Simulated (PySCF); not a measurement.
Input file for PySCF: R-M06-2X/def2-TZVPP on C8H8 (SMILES C=Cc1ccccc1), a point of a torsion scan.

```python
from pyscf import gto, dft

mol = gto.M(
    atom='''
    C    -2.68164643   -0.77315221   -0.44507040
    C    -1.88223637    0.26565468   -0.24401222
    C    -0.43730662    0.19092616   -0.04190992
    C     0.33725897   -0.81919333   -0.61052254
    C     1.70284899   -0.86083451   -0.40317433
    C     2.32138243    0.10602196    0.37239785
    C     1.56548805    1.12274267    0.93212209
    C     0.20111787    1.17024024    0.71861093
    H    -3.74436149   -0.65346383   -0.56964827
    H    -2.30904311   -1.78283301   -0.48982579
    H    -2.30663914    1.25930917   -0.16517620
    H    -0.13451370   -1.56758788   -1.22968431
    H     2.29048022   -1.64837451   -0.85271402
    H     3.38882170    0.07142632    0.53361513
    H     2.04320026    1.88394174    1.53198379
    H    -0.38499361    1.96681243    1.15549520
    ''',
    basis='def2-tzvpp',
    charge=0, spin=0, verbose=4, max_memory=1800)
mf = dft.RKS(mol, xc='m062x').density_fit(auxbasis='def2-universal-jkfit')
mf.grids.level = 4
mf.conv_tol = 1e-9
mf.max_cycle = 150
mf.kernel()
mf.dip_moment()
```

What total energy does the run end on?

-309.6195 hartree.
